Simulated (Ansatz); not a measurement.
Be(Et)(SiH3) (C2H8BeSi), SMILES C[CH2][Be][SiH3].

Geometry: PBE0-D3(BJ)/def2-SVP. The structure was generated by enumeration; whether it is a known compound was not checked. Other conformers were not sampled.

Two levels are set side by side: PBE/def2-SVPD (Ansatz, a first-principles code) and PBE0/def2-SVPD (Ansatz). Energy differences of separate SCF runs at the same geometry; the states with an electron removed or added have multiplicity 2 and 2. Differences are taken from unrounded values.

```
quantity                            PBE
---------------------------------  ----
vertical ionisation energy (eV)    9.17
vertical singlet–triplet gap (eV)  4.08
```

Question: These are the PBE values. What does PBE0 give? (An estimate is asked for; the answer gives what the named calculation found.)

Answer: 
| quantity | PBE0 | PBE minus PBE0 |
|---|---|---|
| vertical ionisation energy (eV) | 9.47 | -0.30 |
| vertical singlet–triplet gap (eV) | 4.34 | -0.26 |
